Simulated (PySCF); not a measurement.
selenium hexafluoride (F₆Se), singlet, at a GFN2-xTB geometry. Base run: PySCF with BLYP/6-31G.

The PySCF input:
```python
from pyscf import gto, scf, dft

mol = gto.Mole()
mol.atom = '''
    F     0.97227429   -1.31989934   -0.49748921
    Se   -0.00000000    0.00000000    0.00000000
    F     1.22973411    1.08914258   -0.48628133
    F    -1.22973411   -1.08914258    0.48628133
    F    -0.69092966    0.08112488   -1.56556125
    F     0.69092966   -0.08112488    1.56556125
    F    -0.97227429    1.31989934    0.49748921
'''
mol.basis = '6-31g'
mol.verbose = 4
mol.symmetry = True
mol.build()

mf = dft.RKS(mol)
mf.xc = 'blyp'
mf.kernel()
mf.analyze()
```

Variants of this job, named by their change:

```csv
change,ΔE vs base (mEh),point group used,SCF cycles,outcome
base,0.000,D2h,9,converged
irrep_nelec = Ag:30 B1g:6 B2g:6 B3g:4 B1u:14 B2u:14 B3u:14,428.2,D2h,10,converged
irrep_nelec = Ag:28 B1g:8 B2g:6 B3g:6 B1u:14 B2u:12 B3u:14,-,-,29,not converged
symmetry_subgroup = C2v,0.000,C2v,9,converged
irrep_nelec = Ag:30 B1g:4 B2g:6 B3g:6 B1u:14 B2u:14 B3u:14,428.2,D2h,10,converged
symmetry = off,0.000,C1,9,converged
irrep_nelec = Ag:28 B1g:6 B2g:6 B3g:6 B1u:14 B2u:16 B3u:12,-,-,50,not converged
symmetry_subgroup = C2h,0.000,C2h,9,converged
symmetry_subgroup = D2,-,-,-,input refused
```

- symmetry_subgroup = D2: ended with `pyscf.lib.exceptions.PointGroupSymmetryError: D2 not in Ablien subgroup of Oh`
